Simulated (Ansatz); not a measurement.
Reactions of C4H10Si, SMILES `[SiH3]C1CCC1`.

Gas-phase electronic energies from Ansatz, PBE0-D4/def2-TZVP geometries. CBS: MP2 limit from def2 TZ/QZ plus the TZ coupled-cluster correction, frozen cores. This one scheme is used for every species. DFT in def2-TZVPP. Elements past krypton have def2 core potentials. For I, Sn outer-core shells are correlated without core-valence functions, which leaves a few kJ/mol of doubt a bond. Each species was taken in one conformer, which may not be the lowest.

```tsv
reaction	HF/CBS(def2) (kcal/mol)	PBE-D4 (kcal/mol)	MP2/CBS(def2) (kcal/mol)	CCSD(T)/CBS(def2) (kcal/mol)
`[SiH3]C1CCC1` + `[NH2][Al]([OH])[SH]` → `[NH2][Al]([SH])[O][SiH3]` + `C1CCC1`	-36.2	-25.0	-28.2	-28.3
`[SiH3]C1CCC1` + HI → `IC1CCC1` + SiH₄	6.2	6.0	3.6	4.8
`[SiH3]C1CCC1` + `CC(N)O` → `CC(O)N[SiH3]` + `C1CCC1`	-15.9	-10.7	-12.4	-12.1
`[SiH3]C1CCC1` + `COB(O)F` → `COB(F)O[SiH3]` + `C1CCC1`	-29.7	-19.5	-22.7	-22.9
`[SiH3]C1CCC1` + `[SiH3][AlH][SH]` → `[SiH3][AlH][S][SiH3]` + `C1CCC1`	-17.0	-16.4	-17.4	-16.5
`[SiH3]C1CCC1` + `COB(O)O` → `COB(O)O[SiH3]` + `C1CCC1`	-25.7	-16.8	-19.7	-19.8
`[SiH3]C1CCC1` + `C[O][Sn][F]` → `[F][Sn][O][SiH3]` + `CC1CCC1`	-45.7	-35.9	-42.9	-41.4
`[SiH3]C1CCC1` + `CS[SiH](N)O` → `N[SiH](O)S[SiH3]` + `CC1CCC1`	-22.8	-20.8	-22.6	-21.9
`[SiH3]C1CCC1` + `[F][AlH][SH]` → `[F][AlH][S][SiH3]` + `C1CCC1`	-17.7	-16.0	-16.8	-16.0
```

Largest T1 diagnostic: 0.017, for `C[O][Sn][F]`.
